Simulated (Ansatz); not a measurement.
Reactions of Cl2GeH2O (`[OH][GeH]([Cl])[Cl]`).

Computed with Ansatz on PBE0-D4/def2-TZVP structures; ΔE is electronic, products minus reactants. CCSD(T)/CBS is the MP2 limit (def2-TZVPP, def2-QZVPP) plus CCSD(T) − MP2 in def2-TZVPP, frozen cores. This one scheme is used for every species. No spin–orbit coupling; open shells (•) take unrestricted orbitals. For Ge outer-core shells are correlated without core-valence functions, which leaves a few kJ/mol of doubt a bond. Scalar relativity is left out up to krypton. Each species was taken in one conformer, which may not be the lowest.

(1) Order these by ΔE at CCSD(T)/CBS, lowest first. (An estimate is asked.)
A. `[OH][GeH]([Cl])[Cl]` + CH₄ → `[CH3][GeH]([Cl])[Cl]` + H₂O
B. `[OH][GeH]([Cl])[Cl]` + `N=C=O` → `O=C=[N][GeH]([Cl])[Cl]` + H₂O
C. `[OH][GeH]([Cl])[Cl]` + CH₄ → `[CH3][GeH]([OH])[Cl]` + HCl
D. `[OH][GeH]([Cl])[Cl]` + `[SiH3]`• → `[OH][Ge]([Cl])[Cl]`• + SiH₄

Largest T1 diagnostic: 0.018, for `N=C=O`.

Answers

(1) D (-32.0 kJ/mol), B (-9.1 kJ/mol), A (+37.2 kJ/mol), C (+79.5 kJ/mol).
